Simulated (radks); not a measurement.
Spherical quantum dot in the effective-mass picture: electrons in a parabolic well V = omega^2 r^2 / 2 with omega = 0.89, with a point charge +1 (a donor) at the centre, all in effective atomic units (hartree* = m*/eps^2 hartree, bohr* = eps/m* bohr), one dielectric constant everywhere. Calculated with a radial shooting solver with Libxc functionals: non-relativistic Kohn-Sham, r2SCAN, spin-polarised, spherical densities, generalised Kohn-Sham scheme. Levels are named by radial order and angular momentum (1s, 1p, 1d, 2s, ...), and open shells are averaged over m. Results are scaled to m* = 0.092 and eps = 17.4, for which hartree* = 8.269 meV and bohr* = 10.01 nm.

N = 17, configuration 1s2 1p6 1d(up 5, down 2) 2s2. This is the lowest configuration that the search found. Occupied and some empty levels:

| level | occupation | eigenvalue (meV) | <r> (nm) |
|---|---|---|---|
| 1s up | 1 | 65.706 | 14.80 |
| 1s down | 1 | 65.892 | 14.42 |
| 1p up | 3 | 70.488 | 21.27 |
| 1p down | 3 | 70.928 | 21.12 |
| 2s up | 1 | 74.009 | 20.30 |
| 2s down | 1 | 74.351 | 20.55 |
| 1d up | 5 | 74.868 | 24.41 |
| 1d down | 2 | 75.404 | 24.41 |
| 1f up | 0 | 79.672 | 26.78 |
| 1f down | 0 | 80.257 | 26.85 |
| 2p up | 0 | 80.885 | 23.44 |
| 2p down | 0 | 81.248 | 23.45 |
| 1g up | 0 | 84.897 | 28.80 |
| 1g down | 0 | 85.509 | 28.92 |

Energy (meV): total 758.715, kinetic 116.26, external 210.82, Hartree 492.32, exchange-correlation -60.684.
